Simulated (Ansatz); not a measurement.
A structure relaxed at PBE-D4/def2-SVPD in Ansatz, charge -1, doublet:

| atom | x (Å) | y (Å) | z (Å) |
| --- | --- | --- | --- |
| Pt1 | -0.397 | 0.158 | 0.738 |
| Pt2 | 1.345 | -1.570 | -0.192 |
| Pt3 | 1.753 | 0.996 | -0.510 |
| Pt4 | -2.500 | 0.613 | 1.820 |
| Sn5 | -0.201 | -0.196 | -1.856 |

Question: Give its formula and point group.

Answer: SnPt₄⁻. Point group Cs (tolerance 0.1 Å).

Question: Summarise the bond lengths by kind (pairs closer than 1.2 times the sum of covalent radii, bridged metal pairs left out).

Answer: 4 × Pt–Pt 2.41 to 2.62 Å; 3 × Pt–Sn 2.63 to 2.66 Å.

In the def2 sets Pt, Sn take a core potential; there is no spin–orbit coupling. The charge -1 doublet is spin-contaminated (final ⟨S²⟩ up to 0.90, 0.75 for a pure state). Another isomer (doublet) lies 0.77 eV lower at PBE0-D4/def2-TZVPD; other spin states weren't run for this one.
